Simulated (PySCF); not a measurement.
## B3H11N3F

The system: B3H11N3F, a molecule; neutral, singlet. The structure was relaxed in the gas phase by PBE0-D3(BJ)/def2-SVP. No frequency run checks that it is a minimum.

SMILES: F[BH-]1[NH2+][BH2-][NH2+][BH2-][NH2+]1

Coordinates in Å:
```
N1      0.064    1.408    0.403
B2     -1.383    0.937   -0.034
N3     -1.416   -0.641    0.053
B4     -0.258   -1.437   -0.672
N5      1.118   -0.818   -0.195
B6      1.302    0.743   -0.307
F7      2.442    1.087    0.422
H8      0.118    2.408    0.204
H9      0.190    1.346    1.417
H10    -2.211    1.408    0.738
H11    -1.564    1.265   -1.193
H12    -1.521   -0.951    1.020
H13    -2.284   -0.931   -0.398
H14    -0.365   -1.265   -1.873
H15    -0.306   -2.618   -0.346
H16     1.844   -1.237   -0.777
H17     1.355   -1.114    0.756
H18     1.328    1.070   -1.482
```

Shieldings: GIAO PBE0/pcSseg-1. Shifts are against computed references at the same level: H TMS (σ 31.27 ppm). Core levels by delta-SCF with SCAN, pcX-2 on the ionised atom and pcseg-1 elsewhere, spin-free X2C; from the vacuum level, for chosen atoms.

Q: Give the shieldings and core levels atom by atom.

A: 
| atoms | bonded to | σ (ppm) | δ (ppm) | core level (eV) |
| --- | --- | --- | --- | --- |
| N1 N5 | 2 B + 2 H | 205.3 | - | 1s 406.47 |
| B2 B4 | 2 N + 2 H | 117.5 | - | 1s 195.09 |
| N3 | 2 B + 2 H | 219.9 | - | 1s 406.42 |
| B6 | 1 F + 2 N + 1 H | 105.2 | - | 1s 196.72 |
| F7 | 1 B | 355.4 | - | 1s 691.44 |
| H8 H16 | 1 N | 29.15 | 2.12 | - |
| H9 H17 | 1 N | 30.11 | 1.16 | - |
| H10 H15 | 1 B | 28.65 | 2.61 | - |
| H11 H14 | 1 B | 28.59 | 2.67 | - |
| H12 | 1 N | 29.73 | 1.53 | - |
| H13 | 1 N | 29.57 | 1.69 | - |
| H18 | 1 B | 27.97 | 3.30 | - |

Values are those of this one static structure; atoms that internal rotation interchanges would show their mean in an NMR spectrum.

Q: By CAM-B3LYP/def2-SVPD (TDDFT singlets, Tamm-Dancoff triplets, ionisation by delta-SCF), where does absorption start, and what does vertical ionisation take?

A: The lowest singlet lies at 7.04 eV (f 0.013), the lowest triplet at 6.88 eV; vertical ionisation takes 10.37 eV.

The 3 runs behind this took 6 min in all, one thread each of Arm Neoverse V1 on a shared host, launched as `OMP_NUM_THREADS=1 python cluster_run.py task.json out`.
